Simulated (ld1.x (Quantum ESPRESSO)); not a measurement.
## What one change does to a pseudopotential (O, ultrasoft)

```
Element                 : oxygen (O)
Generator               : ld1.x (Quantum ESPRESSO) 7.5
Type                    : ultrasoft
Functional              : PBEsol
Relativity              : scalar-relativistic
Frozen core             : [He]
Valence charge          : 6
Reference configuration : 2s2 2p4
Partial waves           : 2s (bound): rcut 0.80, rcutus 0.90 bohr; 2s channel at 0.8 Ry: rcut 0.80, rcutus 0.90 bohr; 2p (bound): rcut 1.85, rcutus 2.30 bohr; 2p channel at 3.35 Ry: rcut 1.85, rcutus 2.30 bohr
Local potential         : all-electron potential smoothed inside 1.75 bohr (lloc = -2)
Core correction         : Bessel-smoothed model core inside 0.65 bohr
Augmentation charge     : PSQ, radius 0.80 bohr
```

Change: local potential all-electron potential smoothed inside 2.68 bohr (lloc = -2).

Cutoffs: the cutoffs (Ry, on a coarse ladder) from which the occupation-weighted sum of valence levels, in a spherical-Bessel basis at the reference potential, stays within 10 and 1 mRy of its value at 400 Ry; they do not see the model core or the augmentation charge, which bear on the density cutoff. Errors are all-electron minus pseudo energies relative to the spin-unpolarised reference configuration.

Problem. What does the change do?

Solution. The potential gets neither clearly harder nor softer (18 Ry and 40 Ry → 18 Ry and 40 Ry); of the 7 tests that both files solve, the error grows in 1 and shrinks in 5 by more than 15 % and 0.3 meV (median size 16.6 → 8.9 meV); neither file shows a bound ghost.

| quantity | base | changed |
| --- | --- | --- |
| cutoff, loose | 18 Ry | 18 Ry |
| cutoff, tight | 40 Ry | 40 Ry |
| bound ghosts | none | none |
| error for 2s2 2p3, meV [ΔE 16.36 eV] | -17 | -7.5 |
| error for 2s2 2p2, meV [ΔE 49.84 eV] | -20 | -9.2 |
| error for 2s2 2p1, meV [ΔE 103.54 eV] | -15 | -27 |
| error for 2s0 2p6, meV [ΔE 29.75 eV] | -0.2 | 0.0 |
| error for 2s1 2p4, meV [ΔE 31.50 eV] | -22 | -8.9 |
| error for 2s2 2p4.3, meV [ΔE -2.11 eV] | -3.0 | -1.6 |
| error for 2s2 2p0, meV [ΔE 180.19 eV] | +96 | +38 |
| lowest overlap eigenvalue by channel | s 0.70, p 0.83 | s 0.85, p 0.84 |
